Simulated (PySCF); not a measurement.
Sn³⁺ (tin, charge +3) across methods

[Kr] 4d10 5s1, 2S determinant. Computed with PySCF 2.14 in aug-cc-pVTZ-DK3 (8s7p5d2f, 68 functions), with the spin-free X2C one-electron Hamiltonian (Gaussian nucleus).

| method | E (hartree) | mean ε 4d α (eV) | mean ε 4d β (eV) | mean ε 5s α (eV) | Σ⟨r²⟩ (bohr²) | ⟨S²⟩ |
| --- | --- | --- | --- | --- | --- | --- |
| r2SCAN | -6174.35 | -55.929 | -55.581 | -36.635 | 27.99 | 0.751 |
| PBE | -6173.93 | -55.244 | -54.933 | -36.453 | 28.06 | 0.750 |
| r2SCANh | -6174.35 | -56.934 | -56.601 | -37.019 | 27.99 | 0.751 |
| LDA | -6168.28 | -55.437 | -55.157 | -36.904 | 28.05 | 0.750 |
| wB97M-V | -6173.92 | -60.448 | -60.182 | -39.403 | 28.07 | 0.750 |
| wB97X-V | -6174.08 | -60.387 | -60.164 | -39.545 | 28.04 | 0.750 |
| PBE0 | -6174.01 | -57.964 | -57.662 | -37.380 | 28.02 | 0.750 |
| UHF | -6171.71727 | -64.828 | -64.555 | -39.435 | 28.15 | 0.751 |

Estimate the same row for BP86.

E (hartree) = -6175.05; mean ε 4d α (eV) = -55.334; mean ε 4d β (eV) = -55.038; mean ε 5s α (eV) = -36.645; Σ⟨r²⟩ (bohr²) = 28.01; ⟨S²⟩ = 0.750.
